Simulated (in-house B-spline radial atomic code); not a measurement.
The numbers below are computed, except where a source is named.
**Impurity-limited mobility of n-type InAs at n = 3.4809e14 cm⁻³**

For InAs the NSM archive of the Ioffe Institute lists m* = 0.023 m0 and ε = 15.15.

One parabolic, isotropic band at zero temperature, uniform dielectric constant, impurities scattering independently, no phonons and no central-cell term; real bands flatten as E_F rises, which lowers the mobility at the highest densities. In effective units each ion is a point charge Z in an electron gas; its screened potential is solved self-consistently in the LDA with open boundaries (B-splines, partial waves to l = 16), which gives the phase shifts δ_l at the Fermi level.

Put the electron gas into effective units.

a* = 0.0529177 nm × 15.15/0.023 = 34.86 nm and Ha* = 27211.386 meV × 0.023/15.15² = 2.727 meV. From 4π (r_s a*)³/3 = 1/n, r_s = 2.530. Then k_F = 1.91916/r_s = 0.7586 per a*, E_F = k_F²/2 = 0.2877 Ha* = 0.785 meV, and Mott's number n^(1/3) a* = 0.245, near or below the critical 0.26, where donors start to hold their electrons and this picture fails.

Self-consistent phase shifts (rad):

```csv
l,"donor, Z = +1","acceptor, Z = −1"
0,1.2270,-0.7731
1,0.0884,-0.1999
2,0.0128,-0.0337
3,0.0018,-0.0038
4,0.0002,-0.0003
5,0.0000,0.0000
6,0.0000,0.0000
7,0.0000,0.0000
8,0.0000,0.0000
```

With all partial waves the Friedel sums are 0.995 and -1.004, and Σ (l + 1) sin²(δ_l − δ_(l+1)) is 0.83633 for the donor and 0.35158 for the acceptor. The screened donor still binds an s level, 0.0093 meV below the band edge.

Find the transport cross sections, and compare them with the Born approximation for Thomas-Fermi screening (Brooks-Herring).

σ_tr = (4π/k_F²) × sum: 18.26 a*² for the donor and 7.678 a*² for the acceptor. Thomas-Fermi gives q_s² = 4k_F/π = 0.9658, so b = 4k_F²/q_s² = 2.383, and σ_Born = (2π/k_F⁴)(ln(1 + b) − b/(1 + b)) = 18.98 × 0.5144 = 9.761 a*² for either sign. The donor scatters 1.87 times and the acceptor 0.79 times as much. Two things differ from Brooks-Herring. First order with Lindhard's response and the LDA kernel gives 1.88 times σ_Born for either sign: screening weakens at large momentum transfer, and the exchange-correlation potential of the screening charge adds to the ion's own, which is the larger part in a thin gas. Higher orders then split the signs, leaving the donor at 1.00 and the acceptor, which keeps the electrons out, at 0.42 of that.

With no compensation, N_D = n, what are the mobility and the resistivity?

μ = e/(ħ k_F Σ N σ_tr), with e/ħ = 15.193 cm²/(V·s) per nm². Here k_F = 0.02176 nm⁻¹, a*² = 1215 nm², 1 cm⁻³ = 1e-21 nm⁻³, and Σ N σ_tr = 0.007725 nm⁻¹, a mean free path of 129 nm. So μ = 90400 cm²/(V·s) and ρ = 1/(n e μ) = 0.198 Ω·cm. Brooks-Herring would give 169000 cm²/(V·s). k_F times the mean free path is 2.8, too small for independent scattering to hold.
